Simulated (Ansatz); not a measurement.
Gas-phase electronic energies from Ansatz, PBE0-D4/def2-TZVP geometries. CCSD(T)/CBS adds triple-zeta CCSD(T) − MP2 to the extrapolated MP2 energy (def2 sets, frozen cores). Each species was taken in one conformer, which may not be the lowest.

`O[SiH2][SiH2]CCl` + `BN=C` → `C=NBCCl` + `O[SiH2][SiH3]`  (formal exchange of groups at a C–Si bond)

| species | CCSD/def2-TZVPP energy (Eh) |
| --- | --- |
| `O[SiH2][SiH2]CCl` | -1155.21517 |
| `BN=C` | -119.85815 |
| `C=NBCCl` | -618.22247 |
| `O[SiH2][SiH3]` | -656.85713 |

Q: Work out ΔE.

A: ΔE = (-618.22247) + (-656.85713) − (-1155.21517) − (-119.85815) = -0.00628 Eh = -16.5 kJ/mol. CCSD(T)/CBS gives -14.8 kJ/mol.

Largest T1 diagnostic among the species: 0.016.

In def2-TZVPP, CCSD(T) changes the Hartree–Fock value by +4.7 kJ/mol (the triples alone add +1.0 kJ/mol) and MP2 by +5.6 kJ/mol. The D4 term adds +3.4 kJ/mol with B3LYP and +1.9 kJ/mol with PBE0; it sums over pairs of atoms, weighted by their polarisabilities, and B3LYP, whose exchange is more repulsive, gets the larger term.

B3LYP here is the variant with VWN-RPA as its local correlation; programs differ in this.
